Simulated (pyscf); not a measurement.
Structures and frequencies: ωB97X-D3(BJ)/def2-SVP in PySCF.

Q: For HO–Si(OH)(OH)–SiH₃ → HO–Si:–OH [singlet] + silanol (HO–SiH₃), a 1,1-elimination (singlet surface; O–Si, Si–Si broken, O–Si formed), PBE/def2-TZVP gives ΔE‡ = 1.72 eV and ΔE = +1.55 eV (zero: the reactant's lowest minimum found). In which direction and how far do PBE0-D3(BJ)/def2-TZVP, M06-2X/def2-TZVP, ωB97M-D3(BJ)/def2-TZVP move these?

A: PBE0-D3(BJ): ΔE‡ = 1.89 eV, ΔE = +1.78 eV; M06-2X: ΔE‡ = 1.88 eV, ΔE = +1.57 eV; ωB97M-D3(BJ): ΔE‡ = 1.84 eV, ΔE = +1.46 eV. PBE's barrier lies under all of them, by 0.12 to 0.17 eV. Its reaction energy lies among theirs. On the product side the descent ends in a complex, 0.23 eV under the separated species and 0.37 eV under the saddle at ωB97X-D3(BJ)/def2-TZVP. At ωB97X-D3(BJ)/def2-TZVP the barrier from the zero used here is 2.00 eV. HO–Si(OH)(OH)–SiH₃ lies 1.20 eV over its isomer HO–SiH(OH)–O–SiH₃ (electronic energy, ωB97M-D3(BJ)/def2-TZVP). This is the saddle that the search found; another between the same sides may lie lower.
